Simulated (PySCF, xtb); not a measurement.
C3H8BNO, SMILES C[C@@H]1CB(N)O1. The values are those of a single conformer.

Harmonic wavenumbers (cm⁻¹) from GFN2-xTB (xtb) at its own minimum, in rising order: 98, 198, 265, 338, 362, 433, 455, 517, 607, 781, 811, 851, 922, 953, 972, 1086, 1108, 1134, 1166, 1180, 1256, 1317, 1395, 1425, 1460, 1479, 1495, 1527, 2899, 3014, 3022, 3032, 3034, 3038, 3510, 3559.

Task: What does PBE-D3(BJ)/def2-SVP (PySCF 2.14.0) give at its own minimum? (The exact figures need the calculation; the answer reports its results.)

Result: 92, 241, 285, 351, 360, 371, 425, 536, 598, 747, 812, 833, 852, 912, 946, 1016, 1057, 1096, 1148, 1175, 1292, 1307, 1347, 1356, 1402, 1416, 1433, 1563, 2962, 2968, 3014, 3063, 3067, 3077, 3532, 3645. Paired by order, the mean absolute difference is 36 cm⁻¹ and the zero-point energies are 72.5 and 71.9 kcal/mol.
